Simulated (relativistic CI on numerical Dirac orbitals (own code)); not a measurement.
Radial Dirac CI calculation of As III.

Command:

```sh
python run_levels.py task.json out
```

Input:

```
atom As  Z=33  charge=2  electrons=31
nucleus A=75  rms_radius_fm=4.0968
hamiltonian dirac-coulomb  breit=on  qed=on  c_scale=1
orbitals kli  potential=per-configuration
slater_scale 1
correlation none
mixing on
grid step=0.0125 r_max=49.7
scf mixing=0.4 start=thomas-fermi max_iterations=150 tolerance=2e-08 node_fill=0.05
configurations
  [Ar] 3d10 4s2 4p
  [Ar] 3d10 4s 4p2
  [Ar] 3d10 4s2 4d
  [Ar] 3d10 4p3
  [Ar] 3d10 4s2 4f
end
```

Output:

```
SCF 1: [Ar] 3d10 4s2 4p
 iter      energy (Ha)   residual   last orbital (Ha)
    1     -2257.623592   5.88e-01     -0.79460
    2     -2258.382786   2.12e-01     -0.90167
    3     -2258.469110   7.65e-02     -0.96581
    4     -2258.483724   4.18e-03     -1.00349
    5     -2258.483727   1.27e-03     -1.00158
    6     -2258.483849   4.36e-05     -1.00173
    7     -2258.483845   2.66e-05     -1.00171
    8     -2258.483848   4.25e-06     -1.00170
    9     -2258.483848   4.95e-07     -1.00170
   10     -2258.483848   1.40e-07     -1.00170
   11     -2258.483848   2.00e-09     -1.00170
SCF 2: [Ar] 3d10 4s 4p2
 iter      energy (Ha)   residual   last orbital (Ha)
    1     -2257.221798   6.18e-01     -0.79460
    2     -2258.013680   2.13e-01     -0.90555
    3     -2258.102459   7.66e-02     -0.96895
    4     -2258.117358   4.89e-03     -1.00233
    5     -2258.117430   1.97e-03     -0.99811
    6     -2258.117558   3.10e-04     -0.99845
    7     -2258.117569   2.11e-05     -0.99856
    8     -2258.117571   3.27e-06     -0.99854
    9     -2258.117572   2.97e-07     -0.99853
   10     -2258.117572   6.17e-08     -0.99853
   11     -2258.117572   9.66e-10     -0.99853
SCF 3: [Ar] 3d10 4s2 4d
 iter      energy (Ha)   residual   last orbital (Ha)
    1     -2257.113952   6.10e-01     -0.46773
    2     -2257.885384   2.13e-01     -0.49548
    3     -2257.971773   7.70e-02     -0.50739
    4     -2257.986772   5.11e-03     -0.51071
    5     -2257.986951   2.34e-03     -0.50701
    6     -2257.987066   5.60e-04     -0.50714
      ... 16 steps not shown
SCF 5: [Ar] 3d10 4s2 4f
 iter      energy (Ha)   residual   last orbital (Ha)
    1     -2256.870886   6.42e-01     -0.28140
    2     -2257.657538   2.15e-01     -0.28388
    3     -2257.748034   7.43e-02     -0.28479
    4     -2257.762634   5.01e-03     -0.28470
    5     -2257.762702   1.69e-03     -0.28406
    6     -2257.762838   1.07e-04     -0.28405
    7     -2257.762840   2.84e-05     -0.28405
    8     -2257.762843   1.35e-06     -0.28405
    9     -2257.762843   3.52e-07     -0.28405
   10     -2257.762843   1.49e-07     -0.28405
   11     -2257.762843   1.11e-08     -0.28405
orbital energies (Ha): 3s -8.0369  3p1/2 -6.0711  3p3/2 -5.8879  3d3/2 -2.5225  3d5/2 -2.4959  4s -1.3941  4p1/2 -1.0155  4p3/2 -1.0017
configuration averages (Ha): Dirac-Coulomb, Breit, QED
  4s2 4p                       -2258.483848    1.055079    0.709602
  4s 4p2                       -2258.117572    1.055027    0.709072
  4s2 4d                       -2257.987086    1.054651    0.709651
  4p3                          -2257.659398    1.054960    0.708515
  4s2 4f                       -2257.762843    1.054677    0.709697
levels: no., configuration, term, J, E (cm-1), weight
   1 4s2 4p                 2P*  1/2              0.0  0.98
   2 4s2 4p                 2P*  3/2           2767.7  0.98
   3 4s 4p2                 4P   1/2          57462.2  1.00
   4 4s 4p2                 4P   3/2          58583.6  1.00
   5 4s 4p2                 4P   5/2          60281.0  1.00
   6 4s 4p2                 2D   3/2          84256.7  0.79
   7 4s 4p2                 2D   5/2          84566.7  0.78
   8 4s 4p2                 2S   1/2         110199.6  0.99
   9 4s2 4d                 2D   3/2         123743.8  0.72
  10 4s 4p2                 2P   1/2         123905.8  0.99
  11 4s2 4d                 2D   5/2         124224.5  0.79
  12 4s 4p2                 2P   3/2         125887.3  0.90
  13 4s2 4f                 2F*  7/2         164928.8  1.00
  14 4s2 4f                 2F*  5/2         164930.2  1.00
lowest total energy -2256.749949 Ha
end: converged
```

Against the reference input this run has: start potential thomas-fermi. The reference run ends at -2256.749949 Ha with Breit and QED terms. The change (start potential thomas-fermi) leaves the energy and the levels as they were.

With so few configurations and no correlation, terms lie too far apart (by 10 to 50 % or more near neutrality), their order can be wrong, and levels of other configurations are missing.

Run time about 0.2 s of CPU on one thread of Neoverse-V2 (shared host).
